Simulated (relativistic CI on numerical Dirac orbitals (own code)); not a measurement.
**Line list: Electric-dipole lines, Tl51+**

Computed by Dirac-Coulomb-Breit CI, KLI orbitals optimised for each configuration, model QED (radiative potential, 1s self-energy scaled to tabulated hydrogen-like ionisation energies), unscaled Slater integrals (own radial code, finite nucleus).

CI space (outside the closed core [Ar]): 3d10.4s2, 3d10.4s.4p, 3d10.4p2, 3d10.4s.4d, 3d10.4s.4f, 3d10.4d2, 3d10.4p.4d, 3d10.4f2, 3d10.4p.4f, 3d10.4d.4f, 3d10.4s.5s, 3d10.4s.5p, 3d10.4s.5d, 3d10.4s.5f, 3d10.4s.5g, 3d10.4s.6s, 3d10.4s.6p, 3d10.4s.6d, 3d10.4s.6f, 3d9.4s2.4p, 3d10.4s.7s, 3d9.4s2.4d, 3d9.4s2.4f, 3d9.4s2.5s, 3d9.4s2.5p, 3d9.4s2.5d. Double excitations out of closed p, d and f shells are left out; levels of such configurations are missing from the list, as are those of other unlisted configurations, and high levels can miss mixing partners. These lack a partner that the ground configuration has and come out too high: 3d9.4s2.4p, 3d9.4s2.4d, 3d9.4s2.4f, 3d9.4s2.5s, 3d9.4s2.5p.

| λ vac (Å) | Lower | Upper | A (s⁻¹) | gf | Branching (%) |
| --- | --- | --- | --- | --- | --- |
| 4.5049 | 3d10.4s2 1S_0 [1] | 3d9.4s2.4f 1P°_1 [168] | 6.26e+14 | 5.71e+00 | 99.4 |
| 4.6714 | 3d10.4s2 1S_0 [1] | 3d9.4s2.4f 3D°_1 [160] | 2.62e+14 | 2.57e+00 | 99.3 |
| 10.235 | 3d10.4s.4p 3P°_2 [5] | 3d10.4s.5d 3D_3 [93] | 1.02e+13 | 1.12e+00 | 88.1 |
| 11.151 | 3d10.4s.4d 3D_1 [9] | 3d10.4s.5f 3F°_2 [95] | 1.66e+13 | 1.54e+00 | 82.9 |
| 11.195 | 3d10.4s.4d 3D_2 [10] | 3d10.4s.5f 3F°_3 [96] | 1.74e+13 | 2.28e+00 | 87.0 |
| 11.447 | 3d10.4s.4d 3D_3 [11] | 3d10.4s.5f 3F°_4 [97] | 2.00e+13 | 3.54e+00 | 99.1 |
| 11.536 | 3d10.4s.4d 1D_2 [12] | 3d10.4s.5f 1F°_3 [98] | 1.80e+13 | 2.52e+00 | 89.9 |
| 13.204 | 3d10.4s.4f 3F°_3 [19] | 3d10.4s.5g 3G_4 [100] | 3.01e+13 | 7.09e+00 | 80.7 |
| 13.222 | 3d10.4s.4f 3F°_2 [20] | 3d10.4s.5g 3G_3 [99] | 3.39e+13 | 6.22e+00 | 91.0 |
| 13.307 | 3d10.4s.4f 3F°_4 [21] | 3d10.4s.5g 3G_5 [101] | 3.66e+13 | 1.07e+01 | 98.6 |
| 13.327 | 3d10.4s.4f 1F°_3 [22] | 3d10.4s.5g 1G_4 [102] | 3.00e+13 | 7.19e+00 | 80.7 |
| 36.001 | 3d10.4p2 1D_2 [8] | 3d10.4p.4d 3F°_3 [26] | 1.14e+12 | 1.56e+00 | 42.9 |
| 36.272 | 3d10.4s.4p 3P°_1 [3] | 3d10.4s.4d 3D_2 [10] | 1.93e+12 | 1.90e+00 | 98.5 |
| 36.288 | 3d10.4p2 3P_0 [4] | 3d10.4p.4d 3D°_1 [16] | 2.16e+12 | 1.28e+00 | 94.4 |
| 37.179 | 3d10.4p.4d 3F°_3 [18] | 3d10.4d2 1G_4 [38] | 1.11e+12 | 2.06e+00 | 74.6 |
| 42.625 | 3d10.4s.4p 3P°_2 [5] | 3d10.4p2 3P_2 [13] | 8.97e+11 | 1.22e+00 | 42.7 |
| 43.691 | 3d10.4s2 1S_0 [1] | 3d10.4s.4p 1P°_1 [6] | 1.36e+12 | 1.17e+00 | 100.0 |
| 44.052 | 3d10.4s.4d 3D_2 [10] | 3d10.4p.4d 3F°_3 [26] | 1.41e+12 | 2.86e+00 | 52.7 |
| 44.459 | 3d10.4s.4p 3P°_1 [3] | 3d10.4p2 1D_2 [8] | 5.54e+11 | 8.21e-01 | 90.5 |
| 44.767 | 3d10.4s.4f 3F°_4 [21] | 3d10.4p.4f 3G_5 [45] | 6.94e+11 | 2.29e+00 | 61.4 |
| 45.756 | 3d10.4s.4p 1P°_1 [6] | 3d10.4p2 3P_2 [13] | 1.20e+12 | 1.88e+00 | 57.1 |
| 45.872 | 3d10.4s.4d 3D_3 [11] | 3d10.4p.4d 3F°_4 [27] | 1.03e+12 | 2.91e+00 | 100.0 |
| 54.639 | 3d10.4p.4d 3F°_3 [26] | 3d10.4d2 3F_4 [47] | 9.94e+11 | 4.00e+00 | 64.7 |
| 56.564 | 3d10.4p2 3P_2 [13] | 3d10.4p.4d 3D°_3 [29] | 1.05e+12 | 3.51e+00 | 54.1 |
| 56.925 | 3d10.4s.4p 3P°_2 [5] | 3d10.4s.4d 3D_3 [11] | 5.16e+11 | 1.75e+00 | 100.0 |
| 58.370 | 3d10.4p2 3P_1 [7] | 3d10.4p.4d 3P°_2 [17] | 4.26e+11 | 1.09e+00 | 75.7 |
| 58.743 | 3d10.4p2 1D_2 [8] | 3d10.4p.4d 3F°_3 [18] | 3.32e+11 | 1.20e+00 | 85.3 |
| 59.290 | 3d10.4p.4d 3D°_3 [29] | 3d10.4d2 1G_4 [50] | 1.15e+12 | 5.43e+00 | 75.1 |
| 60.092 | 3d10.4d2 3F_4 [47] | 3d10.4d.4f 3G°_5 [65] | 7.19e+11 | 4.28e+00 | 65.5 |
| 62.475 | 3d10.4d2 1G_4 [50] | 3d10.4d.4f 1H°_5 [70] | 9.01e+11 | 5.80e+00 | 84.1 |

Terms are leading LS components. Brackets give the number of a level in order of energy, since labels repeat. The list gives strong lines, with weight on those to low levels, without lines whose two gauges differ by over a factor of 2.5, among the lowest 168 of 202 levels, so that lines to higher ones, which can be the strongest, are missing. Levels whose partners in the same complex of configurations lie outside the list can be far off, and so can their lines. Rates are taken at the computed energies, electric ones in the length gauge.

At this charge energies of transitions that change n are usually good to better than 1 %, and those within a shell (Δn = 0) to a few per cent.

LS names give the leading component of a level, which can be under half, so a name can repeat, a term be missing and a line seem to break the LS rules.
